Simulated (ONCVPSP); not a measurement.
## Varying the ONCV potential for cobalt

Base potential:

| Property | Result |
| --- | --- |
| Element | Co (Z = 27) |
| Generator | ONCVPSP 4.0.1 |
| Type | optimised norm-conserving Vanderbilt (ONCV) |
| Functional | PBE |
| Relativity | scalar-relativistic |
| Frozen core | [Ne] |
| Valence charge | 17 |
| Reference configuration | 3s2 3p6 3d7 4s2 |
| Partial waves | 3s+4s: rc 1.35 bohr, ncon 4, nbas 8, qcut 6.7 1/bohr, 2 projectors; 3p: rc 0.80 bohr, ncon 4, nbas 9, qcut 8.7 1/bohr, 2 projectors, debl 1.5 Ha; 3d: rc 1.15 bohr, ncon 4, nbas 8, qcut 13.4 1/bohr, 2 projectors, debl 1.6 Ha |
| Local potential | polynomial inside 0.70 bohr (lpopt 5, dvloc0 0 Ha) |
| Core correction | none |

In the p channel the program set the typed energies aside and used -2.412, 0.250 Ha.

Cutoffs, loose and tight: the cutoffs (Ha) at which the residual kinetic energy of the hardest occupied pseudo-wave falls to 1 and 0.1 mHa per electron. They do not see the model core or the augmentation charge, which bear on the density cutoff. Test errors are all-electron minus pseudo excitation energies from the reference, over the configurations 3s2 3p6 3d7 4s1; 3s2 3p6 3d7 4s0; 3s2 3p6 3d6 4s0; 3s1 3p6 3d7 4s2. A dash means not determined; rows that change the core or the reference have their own tests.

1 further variants are left out, since the program set their typed debl aside.

A true bound ghost makes a file unfit for plane-wave use even where its test errors are small: the radial tests pick states by their node count and pass the ghost by.

```tsv
change	outcome	cutoff, loose	cutoff, tight	bound ghosts	GHOST(+) flags above zero	largest test error (meV)
base	generated, projector energies reset by the program	71 Ha	376 Ha	none	s	-195
s: rc 1.8	generated, projector energies reset by the program	71 Ha	376 Ha	none	none	-243
local potential polynomial inside 0.70 bohr (lpopt 5, dvloc0 8.5 Ha)	generated, projector energies reset by the program	71 Ha	376 Ha	none	none	-195
d: ncon 5, nbas 9	generated, projector energies reset by the program	75 Ha	376 Ha	none	s	-176
all radii scaled by about 0.78 (s 1.06, p 0.62, d 0.90 bohr); local potential polynomial inside 0.54 bohr (lpopt 5, dvloc0 0 Ha)	generated, projector energies reset by the program	132 Ha	360 Ha	none	s, p	-51
d: qcut 16.4	generated, projector energies reset by the program	87 Ha	376 Ha	none	s	-164
core [Ne] 3s2, valence charge 15; reference 3p6 3d7 4s2; waves now 4s: rc 2.35 bohr, ncon 3, nbas 7, qcut 3 1/bohr, 3 projectors, debl 1.3 Ha; 3p: rc 0.75 bohr, ncon 3, nbas 6, qcut 8.9 1/bohr, 2 projectors, debl 1.1 Ha; 3d: rc 1.15 bohr, ncon 3, nbas 8, qcut 11.2 1/bohr, 2 projectors, debl 1.2 Ha	generated, projector energies reset by the program	90 Ha	205 Ha	s	s	-30
```
